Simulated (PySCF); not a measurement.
Compound: C₂H₁₁NSi₂.
Geometry (PBE0-D3(BJ)/def2-SVP, Å), atoms numbered from 1 in this order:
```xyz
16
C2H11NSi2 angstrom
C     -1.5820    1.0317   -0.3408
N     -1.0287   -0.2556   -0.0063
C     -1.2770   -0.6742    1.3499
Si     0.3459   -0.8775   -0.8762
Si     2.4000    0.0808   -0.2200
H     -2.6733    1.0435   -0.1635
H     -1.1461    1.8644    0.2499
H     -1.4205    1.2591   -1.4058
H     -0.8175   -0.0047    2.1067
H     -2.3632   -0.7022    1.5559
H     -0.8844   -1.6884    1.5214
H      0.1330   -0.6039   -2.3323
H      0.4155   -2.3543   -0.6412
H      2.3776    1.5634   -0.4347
H      3.5538   -0.4865   -0.9888
H      2.6455   -0.1623    1.2379
```

The closed-shell ground state was solved at several levels (PySCF, density fitting, gas phase, non-relativistic).

```
              level  basis functions  HOMO (eV)  LUMO (eV)  gap (eV)  dipole (D)
      PBE0/pcSseg-1              154      -6.21       0.10      6.31        1.11
CAM-B3LYP/def2-SVPD              196      -7.52       0.96      8.48        0.98
```

Task: What might KT2/pcSseg-2 (348 basis functions) give for the same quantities?

Result: HOMO -5.13 eV, LUMO -1.03 eV, gap 4.10 eV, dipole 1.05 D.

Task: Over all these levels, which gives the widest orbital gap and which the narrowest?

Result: CAM-B3LYP/def2-SVPD (range-separated hybrid) has the widest, 8.48 eV, and KT2/pcSseg-2 (GGA) the narrowest, 4.10 eV. Functional and basis both differ between the two, so the spread mixes both effects.

Task: How far do the dipole and the HOMO energy spread over the levels?

Result: The dipole runs from 0.98 to 1.11 D (mean 1.05 D) and the HOMO from -7.52 to -5.13 eV.

One conformer stands for the species.
